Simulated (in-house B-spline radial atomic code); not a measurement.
How numerical settings move a run on Zn, [Ar] 3d10 4s2. Computed with a B-spline radial code for spherical atoms: scalar-relativistic (X2C) PBE0, spin-polarised, spherical fractional occupations, Fermi nucleus of rms radius 3.9283 fm.

Command:
```bash
python run_scf.py task.json out
```
Settings of the sound reference run:
```
Z                30
electrons        30
configuration    [Ar] 3d10 4s2
hamiltonian      x2c
method           pbe0
spin_polarised   True
nucleus          fermi
rms_radius       3.9283
mass_number      64
atomic_mass      63.92914
speed_of_light   137.036
knot_spacing     0.22
spline_order     8
gauss_points     12
box_radius       50
max_iterations   70
damping          0.5
damped_steps     3
diis_vectors     10
tolerance        1e-08
start            Thomas-Fermi
```

Cost of the run: 0.35 s on 1 thread of Arm Neoverse V2 (shared host).

It converges in 10 iterations to -1795.718584 hartree, with 4s up at -6.69958 eV. The other runs change the listed settings, some to values that make no sense; their results aren't properties of the atom or ion. Radii are in bohr (the nuclear one in fm), a minus after a letter asks for a j subshell, and «unchanged» means within 1e-8 hartree. The run stops when the residual is below 10 × tolerance × max(1, Z/10), or a noise floor if that is larger, and the energy moves by less than 1e-8 × √|E| hartree; so very loose and very tight tolerances often act alike.

| changed settings | outcome |
| --- | --- |
| damping = 0.95 | converged in 11 iterations, energy unchanged, 4s up level -1.9e-06 eV |
| diis_vectors = 1 | not converged after 70 iterations, last residual 1.8e+00, last energy +5.47e+01 hartree from the reference |
| spline_order = 5 | converged in 10 iterations, energy +1.65e-05 hartree from the reference, 4s up level +1.1e-06 eV |
| diis_vectors = 2 | converged in 10 iterations, energy unchanged, 4s up level +5.9e-06 eV |
| electrons = 31, configuration = [Ar] 3d10 4s2 5s-1, max_iterations = 60 | stopped with error: j subshells need the Dirac Hamiltonian and l > 0 |
| diis_vectors = 4 | converged in 10 iterations, energy unchanged, 4s up level +4.3e-07 eV |
| hamiltonian = dirac, method = hf, spin_polarised = False, speed_of_light = 15.00544 | stopped with error: Z/c is past the critical charge |
| diis_vectors = 0 | converged in 21 iterations, energy unchanged, 4s up level -4.9e-06 eV |
| spline_order = 3 | converged in 10 iterations, energy +3.94e-02 hartree from the reference, 4s up level +2.9e-03 eV |
| damping = 0 | converged in 13 iterations, energy unchanged, 4s up level +4.0e-06 eV |
| damping = 0.2 | converged in 13 iterations, energy unchanged |
| knot_spacing = 1, first_knot = 3.33e-05, max_iterations = 60 | converged in 10 iterations, energy +1.59e+01 hartree from the reference, 4s up level -4.3e-02 eV |
| damping = 0.8 | converged in 10 iterations, energy unchanged, 4s up level -1.7e-06 eV |
| knot_spacing = 0.4, box_radius = 7.5, max_iterations = 75 | converged in 10 iterations, energy +3.09e-03 hartree from the reference, 4s up level +1.4e-01 eV (the program warns: 4s up reaches the box edge; 3d up reaches the box edge) |
| electrons = 31, configuration = [Ar] 3d10 4s2 3f1, max_iterations = 50 | stopped with error: there is no 3f shell |

Q: What happens with spline_order = 6?

A: Converged in 10 iterations, energy +1.27e-06 hartree from the reference, 4s up level -8.5e-07 eV.

Q: What happens with spline_order = 5, gauss_points = 8, max_iterations = 75?

A: Converged in 10 iterations, energy +1.66e-05 hartree from the reference, 4s up level +1.1e-06 eV.

Q: What happens with knot_spacing = 0.3, first_knot = 0.0333, max_iterations = 75, tolerance = 1e-06?

A: Converged in 9 iterations, energy +1.26e-01 hartree from the reference, 4s up level +6.9e-04 eV.

Q: What happens with spline_order = 10?

A: Converged in 10 iterations, energy -1.65e-07 hartree from the reference, 4s up level -4.7e-07 eV.
